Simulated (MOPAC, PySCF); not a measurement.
[Zr(NH2)4], neutral singlet in the gas phase. 

Z-matrix (Å, degrees):
```
Zr
N 1 2.0602
H 2 1.0272 1 129.52
H 2 1.0294 3 107.55 1 -174.41
N 1 2.0603 2 109.88 3 -12.23
H 5 1.0272 1 129.39 2 -106.22
H 5 1.0294 6 107.53 1 173.94
N 1 2.0607 2 108.58 3 -132.35
H 8 1.0273 1 129.36 2 -134.19
H 8 1.0294 9 107.48 1 -173.67
N 1 2.0608 2 110.03 3 107.33
H 11 1.0272 1 129.65 2 12.86
H 11 1.0295 12 107.50 1 174.20
```
Charge 0, multiplicity 1.

All levels are single points at this geometry (BP86-D3(BJ)/def2-SVP); Pople sets use spherical d functions. Orbital energies aren't observables, and empty levels follow the basis.

PBE/6-31G* (LANL2DZ on Zr) in PySCF gives dipole (D) = 0.02.

Estimate the dipole (D) from each of these levels: B3LYP-D3(BJ)/def2-TZVP in PySCF; TPSSh-D3(BJ)/def2-TZVP in PySCF; B3LYP/6-311+G** (LANL2DZ on Zr) in PySCF; B3LYP/6-31G* (LANL2DZ on Zr) in PySCF; B3LYP/LANL2DZ in PySCF; BP86/6-31G* (LANL2DZ on Zr) in PySCF; M06-2X/6-31G* (LANL2DZ on Zr) in PySCF; PM6 in MOPAC.


```csv
level,dipole (D)
B3LYP-D3(BJ)/def2-TZVP in PySCF,0.02
TPSSh-D3(BJ)/def2-TZVP in PySCF,0.02
B3LYP/6-311+G** (LANL2DZ on Zr) in PySCF,0.02
B3LYP/6-31G* (LANL2DZ on Zr) in PySCF,0.03
B3LYP/LANL2DZ in PySCF,0.03
BP86/6-31G* (LANL2DZ on Zr) in PySCF,0.02
M06-2X/6-31G* (LANL2DZ on Zr) in PySCF,0.03
PM6 in MOPAC,0.03
```
